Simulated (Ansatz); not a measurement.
System: CH$_{6}$SSi, charge 0, singlet. CH6SSi (methylsulfanylsilane, SMILES CS[SiH3]).
B3LYP-D3(BJ)/def2-TZVP minimum from Ansatz (a quantum-chemistry and plane-wave program):
```xyz
9

Si     1.2457    -0.0479     0.5667
S     -0.3579    -0.1594    -0.8394
C     -1.7468     0.3346     0.2501
H      2.4701    -0.4262    -0.1702
H      1.3812     1.3233     1.1151
H      1.0252    -0.9746     1.7034
H     -1.8637    -0.3675     1.0737
H     -2.6460     0.3171    -0.3622
H     -1.5990     1.3416     0.6361
```
Charge 0, spin multiplicity 1.

Property: atomisation energy (electronic, to ground-state atoms), in kJ/mol. Open shells are spin-unrestricted; no spin-orbit coupling. CBS(X,Y): correlation extrapolated as X^-3, Hartree-Fock from the larger set. A bracket is a step between two methods taken in the basis named. The functionals are non-relativistic, so their misses hold any scalar relativity. Double hybrids freeze cores in their MP2 part. 'core' is core correlation in cc-pwCVTZ (1s frozen past Ne), 'X2C' scalar relativity in cc-pVTZ-DK, both at CCSD(T). Where a partner has so few electrons that a lower coupled-cluster level is exact, that level stands in.

CCSD(T)/CBS(cc-pV(T+d)Z,cc-pV(Q+d)Z) + [CCSDT(Q) - CCSD(T)]/cc-pV(D+d)Z + core + X2C (Ansatz) gives 2927.3 kJ/mol.

Problem. How far off this value is PBE/def2-TZVPD (Ansatz), in which direction, and which of these levels come nearer: r2SCAN/def2-TZVPD, B3LYP/def2-TZVPD, wB97M-V/def2-TZVPD, B2PLYP/def2-TZVPD, CCSD(T)/CBS(cc-pV(T+d)Z,cc-pV(Q+d)Z) + core + X2C?

Solution. PBE gives 2906.5 kJ/mol, 20.8 kJ/mol below it. Differences of the others: r2SCAN/def2-TZVPD (Ansatz) -11.6; B3LYP/def2-TZVPD (Ansatz) -40.4; wB97M-V/def2-TZVPD (Ansatz) -1.2; B2PLYP/def2-TZVPD (Ansatz) -60.7; CCSD(T)/CBS(cc-pV(T+d)Z,cc-pV(Q+d)Z) + core + X2C (Ansatz) -1.8 kJ/mol. Nearer than PBE: r2SCAN/def2-TZVPD, wB97M-V/def2-TZVPD, CCSD(T)/CBS(cc-pV(T+d)Z,cc-pV(Q+d)Z) + core + X2C.
